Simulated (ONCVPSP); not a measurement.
## Rh (Z = 45): ONCV pseudisation with PBE, scalar-relativistic reference atom.

Rh, optimised norm-conserving Vanderbilt (ONCV), made with ONCVPSP 4.0.1 (PBE, scalar-relativistic). Core [Ar] 3d10, reference 4s2 4p6 4d8 5s1. Waves: 4s+5s: rc 1.60 bohr, ncon 4, nbas 8, qcut 6 1/bohr, 3 projectors, debl 2.5 Ha; 4p: rc 1.35 bohr, ncon 4, nbas 8, qcut 11 1/bohr, 2 projectors, debl 2.2 Ha; 4d: rc 1.80 bohr, ncon 5, nbas 10, qcut 9 1/bohr, 2 projectors, debl 4 Ha. Local part: polynomial inside 1.10 bohr (lpopt 4, dvloc0 1 Ha). Core correction: Teter function, fcfact 5.75, rcfact 1.35.

All-electron outer shells of the reference configuration (PBE, scalar-relativistic, ld1.x):

```json
{"shell": "3d", "level (eV)": "-300.61", "outermost node (bohr)": "–", "outermost maximum (bohr)": "0.29"}
{"shell": "4s", "level (eV)": "-82.49", "outermost node (bohr)": "0.47", "outermost maximum (bohr)": "0.88"}
{"shell": "4p", "level (eV)": "-50.42", "outermost node (bohr)": "0.47", "outermost maximum (bohr)": "0.94"}
{"shell": "4d", "level (eV)": "-5.94", "outermost node (bohr)": "0.46", "outermost maximum (bohr)": "1.14"}
{"shell": "5s", "level (eV)": "-4.30", "outermost node (bohr)": "1.19", "outermost maximum (bohr)": "2.63"}
```

Task: Estimate the cutoffs (Ha) at which the residual kinetic energy of the hardest occupied pseudo-wave falls to 1 and 0.1 mHa per electron.

Result: 38 Ha and 46 Ha.

Task: Does the potential have ghost states?

Result: No bound ghost flagged; GHOST(+) flagged for s at 453.6 eV.

Task: Which valence shell sets the plane-wave cutoff?

Result: 4p: 38 Ha for 1 mHa per electron, against 26 Ha for 4d.

Its largest configuration-test error is -2.3 meV (4s2 4p6 4d8 5s0). 1 of 4 tests not solved or not reliable.
